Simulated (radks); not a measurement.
Task: Species: the promethium ion Pm3+. Configuration: [Kr] 4d10 4f4 5s2 5p5.75 5f0.25 (fractional occupations, a model configuration). All-electron calculation, Dirac Kohn-Sham, PBE, spin-unpolarised, spherical densities, point nucleus; open shells are shared between the two j in proportion to 2j + 1. Program: a radial shooting solver on a logarithmic mesh with Libxc functionals. Some entries of the table are withheld. Estimate them.

orbital      occ.  eigenvalue (hartree)  <r> (bohr)
1s1/2           2             -1654.228     0.02318
2s1/2           2             -269.8509     0.09845
2p1/2           2             -255.5852         (1)
2p3/2           4             -234.9978         (2)
3s1/2           2             -59.82030      0.2601
3p1/2           2             -53.70919      0.2498
3p3/2           4             -49.56983      0.2624
3d3/2           4             -38.95730      0.2339
3d5/2           6             -38.06054      0.2378
4s1/2           2             -12.86956      0.5920
4p1/2           2                   (3)      0.6069
4p3/2           4                   (4)      0.6352
4d3/2           4              -5.80710      0.6791
4d5/2           6              -5.64493      0.6890
5s1/2           2              -2.60755       1.402
5p1/2     1.91667              -1.95618       1.552
5p3/2     3.83333              -1.82020       1.628
4f5/2     1.71429              -1.24392      0.9263
4f7/2     2.28571              -1.22433      0.9358
5d3/2           0              -0.94800       2.193
5d5/2           0              -0.93351       2.225
6s1/2           0              -0.83154       3.231
5f5/2    0.107143              -0.37822       4.636
5f7/2    0.142857              -0.37751       4.650

Result: 
(1) 2p1/2 <r> (bohr): 0.08245
(2) 2p3/2 <r> (bohr): 0.08897
(3) 4p1/2 eigenvalue (hartree): -10.54275
(4) 4p3/2 eigenvalue (hartree): -9.63508
